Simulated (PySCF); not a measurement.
Gas-phase reaction: GeH3 + 2 C2H6 = Ge(CH3)4 + 3 H

Energies from PySCF (xtb for GFN2), thermal terms from the rigid-rotor harmonic-oscillator model, ideal gas at 1 bar. † marks an energy on the PBE0/def2-TZVP geometry and frequencies; other levels use their own. 6-31G* has spherical d functions here. Open shells (unrestricted): GeH3 (multiplicity 2), H (multiplicity 2); the rest are closed-shell singlets. GFN2 has no spin-polarisation term. B3LYP is the form with VWN-RPA correlation. Ge: all electrons, no relativistic terms. GeH3: computed as isolated molecules; such fragments, hydroxides, amides, oligomers or adducts are transient or little studied in the gas.

```json
[
 {"level": "B3LYP/def2-TZVP†", "ΔH°(298 K), kJ": "…"},
 {"level": "GFN2-xTB", "ΔH°(298 K), kJ": "…"},
 {"level": "HF/6-31G*", "ΔH°(298 K), kJ": "434"},
 {"level": "HF/def2-TZVP†", "ΔH°(298 K), kJ": "422"},
 {"level": "M06-2X/def2-TZVP†", "ΔH°(298 K), kJ": "478"},
 {"level": "PBE/def2-TZVP†", "ΔH°(298 K), kJ": "481"},
 {"level": "r2SCAN/def2-TZVP†", "ΔH°(298 K), kJ": "489"},
 {"level": "LDA/def2-TZVP†", "ΔH°(298 K), kJ": "…"},
 {"level": "ωB97X-V/def2-TZVP†", "ΔH°(298 K), kJ": "…"}
]
```

Problem. Some entries are withheld; supply them.

Solution. 
- B3LYP/def2-TZVP†, ΔH°(298 K), kJ: 533
- GFN2-xTB, ΔH°(298 K), kJ: 742
- LDA/def2-TZVP†, ΔH°(298 K), kJ: 508
- ωB97X-V/def2-TZVP†, ΔH°(298 K), kJ: 480
